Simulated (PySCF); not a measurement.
Level of theory: B3LYP-D3(BJ)/def2-TZVP (PySCF). Isolated molecules, 0 K electronic values unless said otherwise. One relaxed conformer stands for a flexible species; it need not be the lowest. B3LYP has the VWN-RPA correlation part, as in Gaussian. Excitations are Tamm–Dancoff values on a coarser integration grid. The basis has no diffuse functions, so Rydberg states are missing or too high.

Reference species (SMILES): `[Ga]([OH])([Br])[Br]` (H–O–Ga–Br torsion 180°) (neutral, multiplicity 1).

The LUMO is -2.22 eV and the S1–T1 gap (TDA) comes out as 0.39 eV.

Changed species: `[Br][Ga]([Br])[Br]` (0 of 3 Br replaced by OH; the reference has 1 of 3 Br replaced by OH).

Task: Give the shifts of the LUMO and S1–T1 gap (TDA).

Result: the LUMO decreases by 0.46 eV, to -2.68 eV; the S1–T1 gap (TDA) falls by 0.06 eV, to 0.33 eV.
